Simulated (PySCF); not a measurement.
Excitations are Tamm–Dancoff values on a coarser integration grid. The basis has no diffuse functions, so Rydberg states are missing or too high.

Cartesian coordinates (Å):
```xyz
35

Si    -7.1375     0.7891     2.3289
Ge    -7.0090     1.2774     0.0028
Ge    -5.2040     0.0462    -1.0470
Ge    -5.1104     0.4127    -3.4405
Ge    -3.1638    -0.6260    -4.4433
Ge    -3.1158    -0.3651    -6.8525
Ge    -1.1127    -1.3151    -7.8321
Ge    -1.0838    -1.1113   -10.2469
Ge     0.9376    -2.0305   -11.2164
Ge     0.9600    -1.8531   -13.6338
Si     2.9743    -2.7424   -14.5378
H     -8.2552     1.5348     2.9827
H     -5.8526     1.1691     2.9896
H     -7.3588    -0.6760     2.5196
H     -8.3338     0.9123    -0.6930
H     -6.7726     2.7835    -0.2159
H     -5.3825    -1.4601    -0.7758
H     -3.8652     0.4701    -0.4127
H     -5.0784     1.9260    -3.7280
H     -6.3884    -0.1528    -4.0889
H     -3.1473    -2.1272    -4.0971
H     -1.8929     0.0001    -3.8376
H     -3.1926     1.1324    -7.2066
H     -4.3558    -1.0471    -7.4615
H      0.1226    -0.6052    -7.2458
H     -1.0140    -2.8038    -7.4475
H     -1.2033     0.3749   -10.6349
H     -2.3079    -1.8406   -10.8328
H      2.1586    -1.2896   -10.6380
H      1.0666    -3.5119   -10.8123
H      0.8072    -0.3713   -14.0252
H     -0.2585    -2.6076   -14.1981
H      4.1419    -1.9911   -13.9850
H      2.9954    -2.6404   -16.0291
H      3.1010    -4.1800   -14.1494
```
Charge 0, spin multiplicity 1.

Q: Estimate the S1 excitation (TDA), HOMO–LUMO gap and S1 oscillator strength that PBE-D3(BJ)/def2-TZVP // r2SCAN-D4/def2-SVP in PySCF returns for this input.

A: 
```yaml
S1 excitation (TDA): 4.26 eV
HOMO–LUMO gap: 3.90 eV
S1 oscillator strength: 3.26
```
